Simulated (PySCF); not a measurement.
LiPb and its ions

UHF-MP2; basis Li cc-pVDZ, Pb cc-pVDZ-PP with ECP60; scalar-relativistic core potentials; PySCF 2.14. Neutral (UHF): quartet (σ ↑, π ↑↑), Re = 2.659 Å, ωe = 351 cm⁻¹, De = 1.34 eV.

LiPb⁺ (UHF): triplet (σ ↑, π ↑), Re = 3.084 Å, ωe = 223 cm⁻¹. The energies at the minima are -199.37104 hartree for LiPb and -199.15767 for LiPb⁺.

(1) Work out the adiabatic ionisation energy, without and with harmonic zero-point energies (1 hartree = 27.2114 eV, 1 eV = 8065.5 cm⁻¹), and the change of the bond length.

Correlated steps freeze 4 core orbitals. Correlated levels converge slowly with the basis: in double zeta they bind strong bonds too weakly, by up to about 1 eV, and carry superposition errors of some tenths. Spin–orbit coupling is left out, which matters for elements this heavy, above all for dissociation energies. States were picked by a PBE0 search and need not be the measured ground states.

## Answers

(1) At UHF-MP2: 0.21337 hartree = 5.806 eV between the minima; the zero-point term (223.0 − 351.0)/2 cm⁻¹ = -0.008 eV makes it 5.798 eV. Re changes by +42.5 pm against the neutral. The electron leaves a π orbital, and the longer bond of the ion fits a bonding orbital, or a change in how ionic the bond is.
